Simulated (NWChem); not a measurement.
# SiH$_{3}$SeF; SMILES F[SiH2][SeH]

```xyz
6

Si     0.5403     1.1178    -0.0057
F     -0.7118     2.1364     0.0378
Se    -0.0958    -1.0739     0.0335
H      1.3495     1.2995     1.2213
H      1.3003     1.4122    -1.2427
H     -0.5504    -1.0765    -1.3769
```
Atoms are numbered in this order, from 1.

All runs: NWChem. All runs use the structure optimised with B3LYP/6-31G* (spherical d). Total energies compare along this basis series because the functional is fixed.

```json
[
 {"level": "PBE0/def2-SVP", "basis functions": "79", "energy (Ha)": "-2791.7996", "highest occupied level (eV)": "[?]", "orbital gap (eV)": "[?]", "dipole (D)": "1.24"},
 {"level": "PBE0/def2-SVPD", "basis functions": "112", "energy (Ha)": "-2791.8149", "highest occupied level (eV)": "-7.52", "orbital gap (eV)": "7.07", "dipole (D)": "1.24"},
 {"level": "PBE0/def2-TZVP", "basis functions": "134", "energy (Ha)": "-2792.3296", "highest occupied level (eV)": "-7.51", "orbital gap (eV)": "7.28", "dipole (D)": "1.15"},
 {"level": "PBE0/def2-TZVPP", "basis functions": "163", "energy (Ha)": "-2792.3305", "highest occupied level (eV)": "-7.51", "orbital gap (eV)": "7.28", "dipole (D)": "1.16"}
]
```

Task: What belongs in the gaps?

Result: 
- PBE0/def2-SVP, highest occupied level (eV): -7.39
- PBE0/def2-SVP, orbital gap (eV): 7.46
